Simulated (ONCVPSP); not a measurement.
Ranking ONCV potentials for Ru (Z = 44)

All share these settings but for the change named:

```json
{
  "Element": "ruthenium (Ru)",
  "Generator": "ONCVPSP 4.0.1",
  "Type": "optimised norm-conserving Vanderbilt (ONCV)",
  "Functional": "PBE",
  "Relativity": "scalar-relativistic",
  "Frozen core": "[Ar] 3d10",
  "Valence charge": "16",
  "Reference configuration": "4s2 4p6 4d7 5s1",
  "Partial waves": "4s+5s: rc 1.60 bohr, ncon 3, nbas 8, qcut 8.2 1/bohr, 2 projectors; 4p: rc 1.85 bohr, ncon 3, nbas 6, qcut 7.7 1/bohr, 3 projectors, debl 2.9 Ha; 4d: rc 1.85 bohr, ncon 4, nbas 8, qcut 8.9 1/bohr, 2 projectors, debl 2.4 Ha",
  "Local potential": "polynomial inside 1.50 bohr (lpopt 5, dvloc0 0 Ha)",
  "Core correction": "none"
}
```

Test errors are all-electron minus pseudo excitation energies from the reference, over 4s2 4p6 4d7 5s0; 4s2 4p6 4d6 5s0; 4s2 4p6 4d5 5s0; 4s2 4p6 4d6 5s1. None of these files shows a bound ghost.

The base gives 2.1 meV.

Of 10 variants that were run, those that failed, showed a ghost or another fault, or gave nearly equal values are left out.

A variant can come out equal or close to the base, since the largest error may sit in a test that the change hardly touches while other tests move.

(1) Rank these variants by their largest absolute test error, smallest first.
A. d: rc 2.46
B. local potential polynomial inside 1.10 bohr (lpopt 5, dvloc0 6 Ha)
C. s: nproj 4
D. d: qcut 7.9

Results:

(1) B (1.8 meV), C (2.1 meV), D (2.7 meV), A (32.1 meV).
